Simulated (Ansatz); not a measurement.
Total energies of `CCC(CC(CC(C)OC(C)=O)OC(C)=O)OC(C)=O` from Ansatz at ωB97M-V/def2-TZVP, gas phase (1 Eh = 27.2114 eV = 2625.5 kJ/mol). The reference geometry is relaxed at PBE-D4/def2-SVP.

```
                state   geometry  energy (Eh)
     charge 0 singlet  reference   -999.35666
     charge 1 doublet  reference   -998.99218
    charge -1 doublet  reference   -999.28064
free C atom (triplet)          –    -37.84639
free O atom (triplet)          –    -75.07717
free H atom (doublet)          –     -0.49411
```

Single mean-field runs in def2-TZVP are fitted with def2-universal-jkfit.

Problem. Work out the vertical ionisation energy to the doublet.

Solution. E(charge 1 doublet) − E(charge 0 singlet) = -998.99218 − (-999.35666) = 0.36448 Eh = 9.92 eV. For comparison, −ε of the highest occupied level is 10.25 eV at this level, 0.33 eV more.

Problem. Work out the vertical electron affinity, to the doublet.

Solution. E(charge 0 singlet) − E(charge -1 doublet) = -999.35666 − (-999.28064) = -0.07602 Eh = -2.07 eV; negative, so the extra electron isn't bound. The basis lacks diffuse functions, which makes affinities too small.

Problem. Give the fundamental gap IE − EA, the Mulliken electronegativity (IE + EA)/2 and the hardness (IE − EA)/2.

Solution. From the values in Eh: IE − EA = 0.36448 − (-0.07602) = 0.44050 Eh = 11.99 eV; (IE + EA)/2 = 3.92 eV; (IE − EA)/2 = 5.99 eV. The HOMO–LUMO gap of the same run is 12.54 eV, 0.55 eV larger than the fundamental gap.

Problem. What is the binding energy per atom against free atoms?

Solution. Atoms: 14 × (-37.84639) + 6 × (-75.07717) + 24 × (-0.49411) = -992.17112 Eh. Binding: -992.17112 − (-999.35666) = 7.18554 Eh = 195.53 eV, or 4.44 eV for each of 44 atoms (no zero-point energy, no counterpoise term).

At ωB97M-V/def2-TZVP the highest occupied level of the charge -1 doublet lies above zero (up to 1.80 eV). By energy differences it is unbound by 2.07 eV (vertical, against the charge 0 singlet, at ωB97M-V/def2-TZVP) and held by the finite basis.
